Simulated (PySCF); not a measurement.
Computed shifts of a molecule CH3FO2Si, KT2/pcSseg-1 (PySCF), GIAO, gas phase, equivalent atoms averaged, in ppm (number of nuclei): ¹³C: 157.7 (1). ²⁹Si: -3.7 (1). ¹⁹F: -226.6 (1). ¹H: 7.99 (1), 5.96 (2). References: ¹⁷O against H2O (σ = 330.4 ppm); ¹³C against TMS (σ = 185.1 ppm); ²⁹Si against TMS (σ = 361.9 ppm); ¹⁹F against CFCl3 (σ = 127.1 ppm); ¹H against TMS (σ = 31.47 ppm), references at their B3LYP-D3(BJ)/def2-TZVP geometries, non-relativistic. The structure is a stationary point at PBE0-D3(BJ)/def2-SVP. The values are those of a single conformer.

Question: Which structure fits?
A) O=CO[SiH2]F
B) F[SiH]1OCO1
C) O=C[Si@@H](O)F
D) O=C(O)[SiH2]F

Answer: A, O=CO[SiH2]F
